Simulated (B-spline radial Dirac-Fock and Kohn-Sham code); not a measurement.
# The free vanadium atom: differential elastic cross section for electrons at 562 eV

These are calculated numbers from a B-spline atomic structure program; the model is relativistic (Dirac) partial waves in the static field of the Dirac-Fock atom with Furness-McCarthy exchange, without polarisation or absorption potentials.

| θ (°) | dσ/dΩ (a₀²/sr) | Sherman function |
| --- | --- | --- |
| 0 | 124 | 0.000 |
| 10 | 19.9 | 0.000 |
| 20 | 3.30 | 0.000 |
| 30 | 0.988 | -0.002 |
| 40 | 0.481 | -0.002 |
| 50 | 0.301 | 0.001 |
| 60 | 0.205 | 0.006 |
| 70 | 0.143 | 0.012 |
| 80 | 0.101 | 0.015 |
| 90 | 0.0725 | 0.011 |
| 100 | 0.0597 | -0.003 |
| 110 | 0.0650 | -0.017 |
| 120 | 0.0890 | -0.021 |
| 130 | 0.129 | -0.018 |
| 140 | 0.179 | -0.013 |
| 150 | 0.232 | -0.009 |
| 160 | 0.277 | -0.006 |
| 170 | 0.308 | -0.003 |
| 180 | 0.319 | 0.000 |

Problem. What integrated cross sections go with this distribution?

Solution. The total elastic cross section is 9.89 a₀², the first transport cross section 2.00 a₀² and the second, weighted with (3/2) sin²θ, 2.24 a₀². The mean deflection is ⟨1 − cos θ⟩ = 0.202, and 7.9 % of the collisions scatter beyond 90°.

On this grid of angles the cross section has a minimum near 100°, from interference among the few low partial waves with large phase shifts.
